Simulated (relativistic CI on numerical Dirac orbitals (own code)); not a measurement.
# What each ingredient does to the levels of Cr XVI

Base calculation: Dirac-Coulomb-Breit CI, separate exchange-only KLI orbitals for each configuration, model QED, unscaled Slater integrals.

Configurations in the expansion (outside the closed core 1s2): 2s2 2p5, 2s 2p6, 2p6 3s, 2s2 2p4 3s, 2p6 3p, 2s2 2p4 3p, 2p6 3d, 2s2 2p4 3d, 2s 2p5 3s, 2s 2p5 3p, 2s 2p5 3d, 2s2 2p4 4s, 2s2 2p4 4p, 2s2 2p4 4d, 2s2 2p4 4f, 2s2 2p3 3s2, 2s2 2p4 5s, 2s 2p5 4s, 2s2 2p4 5p, 2s2 2p4 5d, 2s 2p5 4p, 2s2 2p4 5f, 2s2 2p4 5g, 2s2 2p3 3s 3p, 2s 2p5 4d, 2s 2p5 4f, 2s2 2p3 3p2, 2s2 2p3 3s 3d, 2s2 2p3 3p 3d, 2s 2p4 3s2, 2s 2p4 3s 3p, 2s2 2p3 3d2, 2s 2p5 5s, 2s 2p5 5p, 2s 2p5 5d, 2s 2p5 5f. Levels of other configurations are missing.

Variants: (1) non-relativistic limit. Shifts of the energy above 2s2 2p5 2P°_3/2, in eV, for the lowest level and the first level of each name with at least 55 % of one term (blank where a level changes its place among those of its configuration and J or its character, or is not in the variant):

| Level | Base | Δ(1) |
| --- | --- | --- |
| 2s2 2p5 2P°_3/2 | 0.000 | 0.000 |
| 2s2 2p5 2P°_1/2 | 8.775 | -8.775 |
| 2s 2p6 2S_1/2 | 118.240 | -10.926 |
| 2s2 2p4 3s 4P_5/2 | 625.322 | +1.819 |
| 2s2 2p4 3s 4P_1/2 | 632.543 | -5.402 |
| 2s2 2p4 3s 4P_3/2 | 633.862 |  |
| 2s2 2p4 3s 2P_1/2 | 636.897 | -5.260 |
| 2s2 2p4 3s 2D_5/2 | 643.574 | -3.340 |
| 2s2 2p4 3s 2D_3/2 | 643.887 | -3.654 |
| 2s2 2p4 3p 4P°_3/2 | 652.272 | -0.858 |
| 2s2 2p4 3p 4P°_5/2 | 652.340 | -0.926 |
| 2s2 2p4 3p 4D°_7/2 | 655.817 | -0.627 |
| 2s2 2p4 3p 2D°_5/2 | 656.197 |  |
| 2s2 2p4 3s 2S_1/2 | 658.912 | -6.171 |
| 2s2 2p4 3p 4D°_3/2 | 660.663 | -5.473 |
| 2s2 2p4 3p 4D°_1/2 | 661.131 |  |
| 2s2 2p4 3p 4D°_5/2 | 663.145 |  |
| 2s2 2p4 3p 2S°_1/2 | 665.527 | -5.969 |
| 2s2 2p4 3p 2D°_3/2 | 666.017 |  |
| 2s2 2p4 3p 2F°_5/2 | 670.785 | -4.262 |
| 2s2 2p4 3p 2F°_7/2 | 672.529 | -6.006 |
| 2s2 2p4 3d 4D_7/2 | 689.133 | -2.391 |

At this charge energies of transitions that change n are usually good to better than 1 %, and those within a shell (Δn = 0) to a few per cent.

Ionisation energy from the two ground configurations alone: base 1094.99 eV. The NIST ASD value (semi-empirical) is 1097.2 eV.

LS names give the leading component of a level, which can be under half, so a name can repeat, a term be missing and a line seem to break the LS rules.
